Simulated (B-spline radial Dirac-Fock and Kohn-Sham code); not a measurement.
## Widths and yields of inner-shell holes in V³⁺

System: vanadium as V³⁺, configuration [Ar] 3d2, inside a Watson sphere of charge -3 and radius 2.7 Å (a model of the Madelung potential; inside it an electron's potential energy is raised by 16.0 eV).

Calculated with a radial finite-basis atomic code, using one-electron (LDA, Dirac) transition rates at Dirac-Fock energies.

Partial widths are in eV. Coster-Kronig decay leaves a hole in the same principal shell; its rates are the weakest part of the model, often 1.5 to 2.5 times too large and more for N holes. Holes without an open Auger channel, or with an unreliable SCF state, are not listed.

```tsv
hole	radiative	Auger	Coster-Kronig	total	fluorescence yield	lifetime (fs)
K	0.240	0.714	0	0.954	0.252	0.690
L1	0.00162	0.222	3.48	3.70	0.000438	0.178
L2	0.000494	0.288	0	0.289	?	?
L3	0.000494	0.291	0	0.292	0.00169	2.26
M1	2.19e-05	0	0.00834	0.00836	0.00261	78.8
```

Q: What are the fluorescence yield and the lifetime of the L2 hole?

A: The yield is the radiative width over the total, 0.00171, and the lifetime is ħ/Γ = 2.28 fs.
